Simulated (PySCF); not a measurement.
Computed Raman spectrum (relative Raman activity) of a molecule C3H7BO. The structure is a stationary point at B3LYP-D3(BJ)/def2-SVP. One conformer was computed; it need not be the lowest. The numbers are results of PySCF with B3LYP-D3(BJ)/def2-SVP, not measurements. Harmonic, unscaled wavenumbers; measured fundamentals usually lie a few per cent lower.

Lines under 2 % of the strongest are left out, and lines within 2 cm⁻¹ are merged.

```
ν (cm⁻¹)  relative intensity
--------  ------------------
79                       4.0
385                      2.3
626                      3.2
725                      3.8
1033                     3.6
1303                     2.3
1329                      12
1378                     4.0
1433                      17
1458                     8.7
1683                      18
3012                      91
3084                      46
3097                      51
3113                      31
3125                     100
3211                      45
3852                      67
```

Task: Identify the compound among the candidates.
A) CB(C)C=O
B) C=CB(C)O
C) C=CCBO
D) OB1CCC1

Result: B, C=CB(C)O
